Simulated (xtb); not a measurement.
C2H6B, SMILES C[B]C (connectivity only; charge and spin as stated), charge +1, multiplicity 1. All values are semi-empirical tight-binding results from xtb (GFN2-xTB unless named), good for trends rather than for accurate numbers. Coordinates come from a GFN2-xTB optimisation. The spin state was assumed, not searched. The isomer is the one that the SMILES or the coordinates give; other isomers of the formula were not compared.

A frequency run showed that this geometry is not a minimum.

Computed properties:
| Quantity | Result |
|---|---|
| point group as xtb finds it | D3 |
| orbital gap | 5.12 eV |
| static polarisability (D4 model) | 36.9 bohr³ |
| solvation energy, GFN2-xTB/ALPB(water) | -60.4 kcal/mol |
| solvation energy, GFN2-xTB/ALPB(benzene) | -47.0 kcal/mol |

Computed IR lines (harmonic; lines under 4 % of the strongest left out, lines within 3 cm⁻¹ merged):
ν (cm⁻¹): 775 (s), 1296 (m), 1301 (w), 1518 (vs), 2927 (w), 2954 (m) (against the strongest line: vs over 80 %, s over 45 %, m over 15 %, w over 4 %, vw less). 1 imaginary mode(s) remain.
